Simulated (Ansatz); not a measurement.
Basis sets compared for CdO2⁻. The state is a doublet with charge -1. Geometry B3LYP-D4/def2-TZVPD. Ansatz on 4 threads of Arm Neoverse V2 on a shared host; times are rough, and most runs start from earlier orbitals.

```csv
atom,x (Å),y (Å),z (Å)
Cd1,1.208,0.356,-1.129
O2,-0.172,-0.094,1.067
O3,-1.036,-0.262,0.062
```

In the def2 sets Cd takes a core potential, while STO-3G treats all electrons; there is no spin–orbit coupling. The structure holds 1 bond(s) between oxygen atoms. At HF/STO-3G, PBE-D4/def2-SVPD, PBE-D4/def2-TZVPD, PBE0-D4/def2-SVPD and others the highest occupied level of the charge -1 doublet lies above zero (up to 4.25 eV). In Hartree–Fock with STO-3G the lack of diffuse functions raises the level. By energy differences its removal costs 2.03 eV (vertical, to the charge 0 triplet, at PBE-D4/def2-TZVPD); a positive level beside a positive removal energy at the same level points to self-interaction error. Another isomer (doublet) lies 0.08 eV lower at r2SCAN-D4/def2-TZVPD.

STO-3G and 6-31G are all-electron sets without relativity, so their totals don't compare with the def2 sets.

| level | functions | energy (Eh) | HOMO (eV) | LUMO (eV) | wall time |
| --- | --- | --- | --- | --- | --- |
| HF/STO-3G | 37 | -5558.9770 | 4.25 | 15.30 | 0.4 s |
| PBE-D4/def2-SVPD | 80 | -317.8744 | 1.46 | 2.04 | 0.7 s |
| PBE0-D4/def2-SVPD | 80 | -317.8402 | 0.02 | 3.71 | 1.4 s |

(1) Estimate the rows for HF/def2-TZVPD (with forces), PBE-D4/def2-TZVPD, PBE0-D4/def2-TZVPD.

Results:

(1) 
```json
{"level": "HF/def2-TZVPD (with forces)", "functions": "120", "energy (Eh)": "-316.5621", "HOMO (eV)": "-2.30", "LUMO (eV)": "5.56", "wall time": "1 s"}
{"level": "PBE-D4/def2-TZVPD", "functions": "120", "energy (Eh)": "-318.0861", "HOMO (eV)": "1.51", "LUMO (eV)": "2.13", "wall time": "0.9 s"}
{"level": "PBE0-D4/def2-TZVPD", "functions": "120", "energy (Eh)": "-318.0513", "HOMO (eV)": "0.11", "LUMO (eV)": "3.81", "wall time": "3 s"}
```
